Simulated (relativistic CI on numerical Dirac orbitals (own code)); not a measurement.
**Hyperfine structure of Yb³⁺, mass number 171**

Computed by Dirac-Coulomb-Breit CI, orbitals from a KLI potential per configuration, a model potential for QED, valence Slater integrals scaled by 0.85, P86 correlation energy added to each configuration (own radial code, finite nucleus).

Configuration list (outside the closed core [Kr] 4d10 5s2): 4f13.5p6, 4f12.5p6.5d, 4f12.5p6.6s, 4f13.5p5.5d, 4f12.5p6.6p, 4f14.5p5, 4f12.5p6.5f, 4f12.5p6.6d, 4f12.5p6.7s, 4f13.5p5.5f, 4f13.5p5.5g, 4f12.5p6.5g, 4f13.5p5.6s, 4f12.5p6.7d, 4f12.5p6.6g. Double excitations out of closed p, d and f shells are left out; levels of such configurations are missing from the list, as are those of other unlisted configurations, and high levels can miss mixing partners.

Nuclear spin I = 1/2, μ = 0.4923 μN (tables of Stone and Pyykkö). The electronic factors are computed for point nuclear moments, without core polarisation; leaving it out makes A of s and p electrons in near-neutral atoms 20 to 40 % too small, and it can dominate for d and f shells.

```csv
Level,E (cm⁻¹),A (MHz)
4f13.5p6 2F°_7/2,0.0,916.3
4f13.5p6 2F°_5/2,9907.6,1713
4f12.5p6.5d 4F_9/2,60938.5,935.3
4f12.5p6.5d 2K_15/2,64656.6,962.6
4f12.5p6.5d 4G_11/2,65236.8,932.4
4f12.5p6.5d 4F_7/2,66577.0,1148
4f12.5p6.5d 4K_17/2,66665.5,790
4f12.5p6.5d 4I_15/2,70915.6,825.7
```

Levels with J = 0, under 50 % of one LS term, or S terms without an open s electron are left out. Small factors come from cancelling terms and can be off by tens of per cent or more.

Correlation outside the listed configurations is missing or only estimated: errors of thousands of cm⁻¹ between configurations and terms are usual at this charge. Rates and lifetimes follow the computed energies and can be off by large factors. The fine structure of a lone outer electron comes out too small, for d and f at times inverted, and misplaced configurations move strength between like terms. 1 of the 65 excited levels that our extract of the measured tables holds in this range could be paired (the sources list more); they are missed by 306 cm⁻¹ on average and 306 at most, and levels without a partner can miss by more.

Question: Give the hyperfine levels of 4f13.5p6 2F°_7/2 relative to its centre of gravity.

Answer: With K = F(F + 1) − I(I + 1) − J(J + 1), E = AK/2: F = 3: -2062, F = 4: 1604 MHz.

LS names give the leading component of a level, which can be under half, so a name can repeat, a term be missing and a line seem to break the LS rules.
